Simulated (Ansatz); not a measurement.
`[CH3][AlH][B](C)F` + H₂ → `C[B](F)[AlH2]` + CH₄  (hydrogenolysis of the Al–C bond)

Program: Ansatz. Geometries: PBE0-D4/def2-TZVP. ΔE: electronic, gas phase. CCSD(T)/CBS is the MP2 limit (def2-TZVPP, def2-QZVPP) plus CCSD(T) − MP2 in def2-TZVPP, frozen cores. This one scheme is used for every species. Each species was taken in one conformer, which may not be the lowest.

```
            species  HF/def2-QZVPP energy (Eh)
`[CH3][AlH][B](C)F`                 -446.00286
                 H₂                   -1.13348
    `C[B](F)[AlH2]`                 -406.93884
                CH₄                  -40.21664
```

Task: Work out ΔE.

Result: ΔE = (-406.93884) + (-40.21664) − (-446.00286) − (-1.13348) = -0.01914 Eh = -50.3 kJ/mol. CCSD(T)/CBS gives -24.7 kJ/mol.

Largest T1 diagnostic among the species: 0.013.

The D4 term adds +5.3 kJ/mol with B3LYP and +3.0 kJ/mol with PBE0; it sums over pairs of atoms, weighted by their polarisabilities, and B3LYP, whose exchange is more repulsive, gets the larger term. In def2-TZVPP, CCSD(T) changes the Hartree–Fock value by +23.2 kJ/mol (the triples alone add +4.2 kJ/mol) and MP2 by +28.3 kJ/mol.

B3LYP here is the variant with VWN-RPA as its local correlation; programs differ in this.
